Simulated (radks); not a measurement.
Spherical quantum dot in the effective-mass picture: electrons in a hard-walled sphere of radius 10.4, with a point charge +1 (a donor) at the centre, all in effective atomic units (hartree* = m*/eps^2 hartree, bohr* = eps/m* bohr), one dielectric constant everywhere. Calculated with a radial shooting solver with Libxc functionals: non-relativistic Kohn-Sham, PBE, spin-polarised, spherical densities. Levels are named by radial order and angular momentum (1s, 1p, 1d, 2s, ...), and open shells are averaged over m. Results are scaled to m* = 0.413 and eps = 11.9, for which hartree* = 79.36 meV and bohr* = 1.525 nm.

N = 3, configuration 1s2 2s(up 1, down 0). This is the lowest configuration that the search found (a dilute case). Occupied levels:

level    occupation  eigenvalue (meV)  <r> (nm)
1s up             1            15.465     4.238
1s down           1            17.558     5.420
2s up             1            21.260     8.943

Energy (meV): total -23.9424, kinetic 50.319, external -122.55, Hartree 90.212, exchange-correlation -41.921.
